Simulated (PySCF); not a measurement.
Molfile (atoms numbered from 1):
```
C3H13NOSi3
     RDKit          3D

 21 20  0  0  0  0  0  0  0  0999 V2000
    3.5638   -0.1298    0.1134 C   0  0  0  0  0  0  0  0  0  0  0  0
    2.1657   -0.2001   -0.2362 N   0  0  0  0  0  0  0  0  0  0  0  0
    1.0212    0.9935    0.2361 Si  0  0  0  0  0  4  0  0  0  0  0  0
   -0.4443    0.6182   -0.3344 O   0  0  0  0  0  0  0  0  0  0  0  0
   -1.3044   -0.4250   -0.1770 C   0  0  0  0  0  0  0  0  0  0  0  0
   -0.6192   -2.1664    0.0968 Si  0  0  0  0  0  4  0  0  0  0  0  0
   -2.6076   -0.1395   -0.2670 C   0  0  0  0  0  0  0  0  0  0  0  0
   -3.1569    1.6318   -0.5549 Si  0  0  0  0  0  4  0  0  0  0  0  0
    4.0069   -1.1275    0.1031 H   0  0  0  0  0  0  0  0  0  0  0  0
    3.6510    0.2816    1.1161 H   0  0  0  0  0  0  0  0  0  0  0  0
    4.1349    0.5108   -0.5681 H   0  0  0  0  0  0  0  0  0  0  0  0
    2.0323   -0.6457   -1.1329 H   0  0  0  0  0  0  0  0  0  0  0  0
    1.1466    2.3221   -0.3640 H   0  0  0  0  0  0  0  0  0  0  0  0
    1.0745    1.0117    1.7002 H   0  0  0  0  0  0  0  0  0  0  0  0
    0.1314   -2.5931   -1.0901 H   0  0  0  0  0  0  0  0  0  0  0  0
    0.2434   -2.2021    1.2775 H   0  0  0  0  0  0  0  0  0  0  0  0
   -1.7767   -3.0442    0.2822 H   0  0  0  0  0  0  0  0  0  0  0  0
   -3.3161   -0.9464   -0.1630 H   0  0  0  0  0  0  0  0  0  0  0  0
   -2.6847    2.1171   -1.8540 H   0  0  0  0  0  0  0  0  0  0  0  0
   -4.6248    1.6528   -0.5406 H   0  0  0  0  0  0  0  0  0  0  0  0
   -2.6460    2.4971    0.5117 H   0  0  0  0  0  0  0  0  0  0  0  0
  1  2  1  0
  2  3  1  0
  3  4  1  0
  4  5  1  0
  5  6  1  0
  5  7  2  0
  7  8  1  0
  1  9  1  0
  1 10  1  0
  1 11  1  0
  2 12  1  0
  3 13  1  0
  3 14  1  0
  6 15  1  0
  6 16  1  0
  6 17  1  0
  7 18  1  0
  8 19  1  0
  8 20  1  0
  8 21  1  0
M  END
```

[PySCF 2.14.0 with density-fitted response routines: GFN2-xTB geometry; PBE0/pcSseg-1 with gauge-including orbitals; no solvent; one computed conformer; relativity neglected; equivalent nuclei averaged]

Shifts are taken against calculated references (same method and geometry level): 13C (186.93 ppm), 1H (31.72 ppm), 29Si (349.16 ppm) against TMS; 15N (267.73 ppm) vs NH3; 17O (336.08 ppm) vs H2O.

```json
{"atoms": "Si6", "nucleus": "29Si", "count": "1", "δ (ppm)": "-77.0"}
{"atoms": "H12", "nucleus": "1H", "count": "1", "δ (ppm)": "0.13"}
{"atoms": "H15/H16/H17", "nucleus": "1H", "count": "3", "δ (ppm)": "4.25"}
{"atoms": "H18", "nucleus": "1H", "count": "1", "δ (ppm)": "?"}
{"atoms": "H13/H14", "nucleus": "1H", "count": "2", "δ (ppm)": "5.14"}
{"atoms": "C1", "nucleus": "13C", "count": "1", "δ (ppm)": "?"}
{"atoms": "O4", "nucleus": "17O", "count": "1", "δ (ppm)": "154.7"}
{"atoms": "C7", "nucleus": "13C", "count": "1", "δ (ppm)": "126.3"}
{"atoms": "Si3", "nucleus": "29Si", "count": "1", "δ (ppm)": "-32.1"}
{"atoms": "H19/H20/H21", "nucleus": "1H", "count": "3", "δ (ppm)": "?"}
{"atoms": "N2", "nucleus": "15N", "count": "1", "δ (ppm)": "?"}
{"atoms": "Si8", "nucleus": "29Si", "count": "1", "δ (ppm)": "-91.6"}
{"atoms": "C5", "nucleus": "13C", "count": "1", "δ (ppm)": "174.4"}
{"atoms": "H9/H10/H11", "nucleus": "1H", "count": "3", "δ (ppm)": "2.76"}
```

Estimate the values marked ?.

Results:


- C1: 27.4 ppm, methyl carbon bonded to N; pulled downfield by the heteroatom
- H18: 5.83 ppm, hydrogen on a β carbon of an enol-ether or enamine type C=C; attached to an sp2 carbon and in the plane of the double bond
- H19/H20/H21: 4.10 ppm, hydrogen on a silicon bonded to C
- N2: 27.2 ppm, nitrogen bonded to C, Si, H

OH/NH shifts are gas-phase values; hydrogen bonding in solution moves them, usually downfield. Shifts are as computed. Against solution values, carbons near 30 ppm lie about +3 ppm off and those near 130 ppm about +5 ppm. Of 1309 compounds with measured shifts, 239 miss one by over three times the rms of a fit or turn the order of signals round; such compounds aren't used in these exercises. Experimental scales use liquid or dissolved standards, which lie at an offset from isolated NH3 (liquid NH3: subtract about 20 ppm) and H2O (liquid H2O: subtract about 36 ppm).
